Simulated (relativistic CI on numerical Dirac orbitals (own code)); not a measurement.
**Level scheme of Tl³⁹⁺**

Computed by Dirac-Coulomb-Breit CI, KLI orbitals optimised for each configuration, model QED, unscaled Slater integrals (own radial code, finite nucleus).

CI space (outside the closed core [Ar] 3d10): 4s²4p⁶4d⁶, 4s²4p⁶4d⁵4f, 4s²4p⁵4d⁷, 4s4p⁶4d⁷, 4s²4p⁵4d⁶4f, 4s4p⁶4d⁶4f, 4s²4p⁶4d⁵5s, 4s²4p⁶4d⁴4f5s, 4s²4p⁶4d⁵5d, 4s4p⁶4d⁶5s, 4s²4p⁶4d⁵6s, 4p⁶4d⁸, 4p⁵4d⁹, 4p⁵4d⁸4f, 4s²4p⁶4d⁴5s², 4s²4p⁶4d³4f5s², 4s²4p⁵4d⁴4f5s², 4s4p⁶4d⁴4f5s². Double excitations out of closed p, d and f shells are left out; levels of such configurations are missing from the list, as are those of other unlisted configurations, and high levels can miss mixing partners.

The lowest level is 4s²4p⁶4d⁶ ³F4, with 40 % of that term; Hund's rules for 4s²4p⁶4d⁶ give ⁵D with J = 4, of which the calculation keeps J, while another term leads.

| No. | Configuration | Term | J | E (eV) | % | Next component (%) | jj configuration (%) |
| --- | --- | --- | --- | --- | --- | --- | --- |
| 1 | 4s²4p⁶4d⁶ | ³F | 4 | 0.000 | 40 | 32 ⁵D | 4d5/2^2 (96) |
| 2 | 4s²4p⁶4d⁶ | ³P | 2 | 3.626 | 39 | 21 ³D | 4d5/2^2 (96) |
| 3 | 4s²4p⁶4d⁶ | ³P | 0 | 12.442 | 52 | 29 ¹S | 4d5/2^2 (90) |
| 4 | 4s²4p⁶4d⁶ | ⁵D | 3 | 24.775 | 64 | 23 ³F | 4d3/2^3 4d5/2^3 (96) |
| 5 | 4s²4p⁶4d⁶ | ⁵D | 4 | 25.639 | 43 | 23 ³H | 4d3/2^3 4d5/2^3 (96) |
| 6 | 4s²4p⁶4d⁶ | ⁵D | 1 | 27.220 | 49 | 30 ³P | 4d3/2^3 4d5/2^3 (96) |
| 7 | 4s²4p⁶4d⁶ | ³G | 5 | 29.415 | 60 | 39 ³H | 4d3/2^3 4d5/2^3 (99) |
| 8 | 4s²4p⁶4d⁶ | ³H | 6 | 29.443 | 66 | 33 ¹I | 4d3/2^3 4d5/2^3 (99) |
| 9 | 4s²4p⁶4d⁶ | ³F | 2 | 32.708 | 48 | 23 ¹D | 4d3/2^3 4d5/2^3 (96) |
| 10 | 4s²4p⁶4d⁶ | ³D | 3 | 33.441 | 30 | 28 ³G | 4d3/2^3 4d5/2^3 (97) |
| 11 | 4s²4p⁶4d⁶ | ³P | 0 | 37.764 | 69 | 24 ¹S | 4d3/2^3 4d5/2^3 (87) |
| 12 | 4s²4p⁶4d⁶ | ³P | 1 | 39.793 | 62 | 30 ³D | 4d3/2^3 4d5/2^3 (96) |
| 13 | 4s²4p⁶4d⁶ | ¹G | 4 | 39.928 | 42 | 28 ³G | 4d3/2^3 4d5/2^3 (95) |
| 14 | 4s²4p⁶4d⁶ | ³D | 2 | 40.083 | 34 | 20 ³F | 4d3/2^3 4d5/2^3 (89) |
| 15 | 4s²4p⁶4d⁶ | ³F | 3 | 41.053 | 56 | 37 ¹F | 4d3/2^3 4d5/2^3 (99) |
| 16 | 4s²4p⁶4d⁶ | ⁵D | 2 | 52.843 | 60 | 28 ³P | 4d3/2^2 4d5/2^4 (95) |
| 17 | 4s²4p⁶4d⁶ | ⁵D | 0 | 54.620 | 61 | 38 ¹S | 4d3/2^2 4d5/2^4 (95) |
| 18 | 4s²4p⁶4d⁶ | ³H | 4 | 55.818 | 41 | 37 ³F | 4d3/2^2 4d5/2^4 (98) |
| 19 | 4s²4p⁶4d⁶ | ⁵D | 3 | 57.310 | 28 | 24 ³D | 4d3/2^2 4d5/2^4 (93) |
| 20 | 4s²4p⁶4d⁶ | ³H | 5 | 57.715 | 60 | 39 ³G | 4d3/2^2 4d5/2^4 (99) |
| 21 | 4s²4p⁶4d⁶ | ¹I | 6 | 59.415 | 66 | 33 ³H | 4d3/2^2 4d5/2^4 (99) |
| 22 | 4s²4p⁶4d⁶ | ³F | 3 | 60.800 | 42 | 40 ³G | 4d3/2^2 4d5/2^4 (98) |
| 23 | 4s²4p⁶4d⁶ | ³D | 1 | 62.095 | 49 | 44 ³P | 4d3/2^2 4d5/2^4 (94) |
| 24 | 4s²4p⁶4d⁶ | ¹G | 4 | 63.276 | 52 | 29 ³G | 4d3/2^2 4d5/2^4 (95) |
| 25 | 4s²4p⁶4d⁶ | ³F | 2 | 63.771 | 34 | 30 ³P | 4d3/2^2 4d5/2^4 (95) |
| 26 | 4s²4p⁶4d⁶ | ³F | 2 | 69.623 | 67 | 19 ³P | 4d3/2^2 4d5/2^4 (97) |
| 27 | 4s²4p⁶4d⁶ | ³F | 4 | 71.280 | 63 | 31 ¹G | 4d3/2^2 4d5/2^4 (97) |
| 28 | 4s²4p⁶4d⁶ | ¹D | 2 | 79.896 | 79 | 8 ³P | 4d3/2^2 4d5/2^4 (96) |
| 29 | 4s²4p⁶4d⁶ | ³P | 1 | 84.400 | 62 | 37 ⁵D | 4d3/2 4d5/2^5 (98) |
| 30 | 4s²4p⁶4d⁶ | ¹S | 0 | 88.197 | 78 | 19 ³P | 4d3/2^2 4d5/2^4 (91) |
| 31 | 4s²4p⁶4d⁶ | ¹G | 4 | 90.412 | 40 | 22 ³F | 4d3/2 4d5/2^5 (96) |
| 32 | 4s²4p⁶4d⁶ | ³P | 2 | 93.102 | 33 | 26 ¹D | 4d3/2 4d5/2^5 (95) |
| 33 | 4s²4p⁶4d⁶ | ³F | 3 | 93.892 | 39 | 25 ¹F | 4d3/2 4d5/2^5 (96) |
| 34 | 4s²4p⁶4d⁶ | ³P | 0 | 119.626 | 58 | 30 ¹S | 4d5/2^6 (94) |
| 35 | 4p⁵4d⁷(4F) | ⁵G° | 6 | 215.655 | 66 | 28 ³H° | 4p3/2^3 4d5/2^3 (93) |
| 36 | 4p⁵4d⁷(2G) | ³G° | 5 | 218.729 | 40 | 35 ⁵F° | 4p3/2^3 4d5/2^3 (89) |
| 37 | 4p⁵4d⁷(2P) | ³D° | 3 | 219.507 | 48 | 15 ³F° | 4p3/2^3 4d5/2^3 (88) |
| 38 | 4p⁵4d⁷(2D) | ³P° | 0 | 220.331 | 57 | 34 ¹S° | 4p3/2^3 4d5/2^3 (95) |
| 39 | 4p⁵4d⁷(2D) | ³F° | 4 | 222.850 | 18 | 13 ⁵D° | 4p3/2^3 4d5/2^3 (42) |
| 40 | 4p⁵4d⁷(2P) | ³P° | 2 | 223.347 | 27 | 20 ³D° | 4p3/2^3 4d5/2^3 (73) |
| 41 | 4d⁵(2D)4f | ³F° | 3 | 225.399 | 13 | 12 ³D° | 4d5/2 4f5/2 (67) |
| 42 | 4p⁵4d⁷(2D) | ³F° | 4 | 227.073 | 34 | 17 ⁵D° | 4p3/2^3 4d5/2^3 (60) |
| 43 | 4d⁵(4P)4f | ⁵D° | 1 | 227.512 | 17 | 14 ³P° | 4d5/2 4f5/2 (55) |
| 44 | 4d⁵(2F)4f | ³F° | 2 | 228.411 | 14 | 13 4s²4p⁵4d⁷ ³P° | 4d5/2 4f5/2 (55) |
| 45 | 4p⁵4d⁷(2D) | ³P° | 2 | 229.942 | 21 | 17 ¹D° | 4p3/2^3 4d5/2^3 (56) |
| 46 | 4s²4p⁶4d⁵4f | ³G° | 5 | 230.639 | 16 | 16 ⁵G° | 4d5/2 4f5/2 (77) |
| 47 | 4p⁵4d⁷(4F) | ³F° | 4 | 231.449 | 25 | 15 ⁵D° | 4p3/2^3 4d5/2^3 (50) |
| 48 | 4d⁵(4P)4f | ⁵D° | 0 | 232.241 | 41 | 31 ³P° | 4d5/2 4f5/2 (83) |
| 49 | 4p⁵4d⁷(2D) | ³D° | 3 | 234.243 | 21 | 18 ⁵P° | 4p3/2^3 4d5/2^3 (52) |
| 50 | 4p⁵4d⁷(2D) | ³D° | 3 | 235.704 | 39 | 12 ³F° | 4p3/2^3 4d5/2^3 (73) |
| 51 | 4d⁵(4P)4f | ⁵G° | 6 | 238.210 | 31 | 23 ³H° | 4d5/2 4f7/2 (86) |
| 52 | 4d⁵(4P)4f | ⁵D° | 1 | 238.519 | 17 | 14 ⁷F° | 4p3/2^3 4d5/2^3 (35) |
| 53 | 4d⁵(4P)4f | ⁵F° | 4 | 238.591 | 17 | 17 ³F° | 4d5/2 4f7/2 (62) |
| 54 | 4p⁵4d⁷(2D) | ³D° | 1 | 239.999 | 24 | 23 ¹P° | 4p3/2^3 4d5/2^3 (64) |
| 55 | 4d⁵(4P)4f | ⁵D° | 2 | 243.142 | 17 | 15 ³D° | 4d5/2 4f7/2 (48) |
| 56 | 4p⁵4d⁷(4F) | ⁵G° | 5 | 243.445 | 60 | 13 ⁵F° | 4p3/2^3 4d3/2^3 4d5/2^4 (91) |
| 57 | 4d⁵(2F)4f | ³I° | 5 | 243.967 | 16 | 16 ³G° | 4d5/2 4f7/2 (47) |
| 58 | 4d⁵(2F)4f | ³G° | 3 | 244.297 | 22 | 14 ⁵D° | 4d5/2 4f7/2 (57) |
| 59 | 4p⁵4d⁷(2H) | ³H° | 6 | 246.375 | 50 | 21 ⁵G° | 4p3/2^3 4d3/2^3 4d5/2^4 (89) |
| 60 | 4p⁵4d⁷(4F) | ⁵F° | 4 | 246.402 | 31 | 19 ³G° | 4p3/2^3 4d3/2^3 4d5/2^4 (72) |
| 61 | 4p⁵4d⁷(4F) | ³D° | 2 | 246.802 | 32 | 22 ⁵D° | 4p3/2^3 4d3/2^3 4d5/2^4 (72) |
| 62 | 4p⁵4d⁷(4F) | ⁵D° | 3 | 247.247 | 20 | 12 ³D° | 4p3/2^3 4d3/2^3 4d5/2^4 (48) |
| 63 | 4p⁵4d⁷(4P) | ⁵D° | 4 | 247.711 | 34 | 13 ³F° | 4p3/2^3 4d3/2^3 4d5/2^4 (67) |
| 64 | 4s²4p⁵4d⁷ | ³G° | 3 | 248.343 | 18 | 15 ¹F° | 4p3/2^3 4d3/2^3 4d5/2^4 (82) |
| 65 | 4p⁵4d⁷(4P) | ³P° | 1 | 248.652 | 38 | 14 ⁵D° | 4p3/2^3 4d3/2^3 4d5/2^4 (77) |
| 66 | 4d⁵(2F)4f | ³P° | 0 | 248.669 | 28 | 21 4s²4p⁵4d⁷ ⁵D° | 4d3/2^3 4d5/2^2 4f5/2 (44) |
| 67 | 4p⁵4d⁷(4P) | ⁵P° | 2 | 249.491 | 14 | 9 ¹D° | 4p3/2^3 4d3/2^3 4d5/2^4 (57) |
| 68 | 4p⁵4d⁷(2H) | ³H° | 5 | 250.064 | 24 | 15 ³G° | 4p3/2^3 4d3/2^3 4d5/2^4 (52) |
| 69 | 4s²4p⁵4d⁷ | ³G° | 4 | 250.345 | 16 | 15 ⁵D° | 4p3/2^3 4d3/2^3 4d5/2^4 (45) |
| 70 | 4p⁵4d⁷(4P) | ⁵P° | 3 | 251.136 | 14 | 12 4s²4p⁶4d⁵4f ⁵F° | 4d3/2^3 4d5/2^2 4f5/2 (45) |

Energies count from the lowest computed level; ° marks odd parity. Percentages are summed over parent terms; the parents shown are those of the largest component, closed shells are left out there. Filled j subshells are mostly left out of the jj labels.

The mean weight of the leading LS term, summed over parents, in these 70 levels is 40 %, and that of the leading jj configuration (from the same eigenvectors) 80 %, so jj coupling describes them better and the LS labels are nominal.

At this charge energies of transitions that change n are usually good to better than 1 %, and those within a shell (Δn = 0) to a few per cent. Terms inside the open d or f shell come out 10 to 20 % too wide with unscaled integrals.

LS names give the leading component of a level, which can be under half, so a name can repeat, a term be missing and a line seem to break the LS rules.
